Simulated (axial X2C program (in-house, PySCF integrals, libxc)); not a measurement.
Which molecule has these constants?

Computed with an axial X2C code built on PySCF integrals, spin-free (one-electron X2C) or two-component (2c: spin–orbit coupling with atomic mean-field Coulomb and Gaunt terms, which also bring small scalar terms), in Dyall basis sets with cores contracted in-house; open shells are unrestricted.

A two-component CCSD(T) calculation in a Dyall 3-zeta basis gave Re = 3.930 Å, ωe = 108.9 cm⁻¹, De = 1.16 eV, Ω = 0.

Question: Which molecule is it?
A. BaH⁺
B. NaBa⁺
C. LiBa⁺

Answer: B. The others have LiBa⁺ 3.606 Å and 216.5 cm⁻¹ (Ω = 0); BaH⁺ 2.140 Å and 1341.3 cm⁻¹ (Ω = 0).

Frozen shells (counts by l): NaBa⁺ Ba 4s3p2d, Na 2s1p, 10 electrons correlated; LiBa⁺ Ba 4s3p2d, Li 1s, 10 electrons correlated; BaH⁺ Ba 4s3p2d, H none, 10 electrons correlated. Coupled cluster in natural virtuals with an MP2 remainder. Where the outer core of a metal is frozen, bonds come out longer and ionisation energies lower.

Each entry is the lowest single determinant of a limited PBE0 search at one distance. De goes to single-determinant-based atoms at the same level (for ions the charge split of lowest energy) and is withheld (n/a) where an atom does not fit its ground term or J level. Main or longest-lived isotopes. One determinant is a doubtful description, or other states lie close, for NaBa⁺, LiBa⁺; these need not be ground states, and all values refer to the states named.
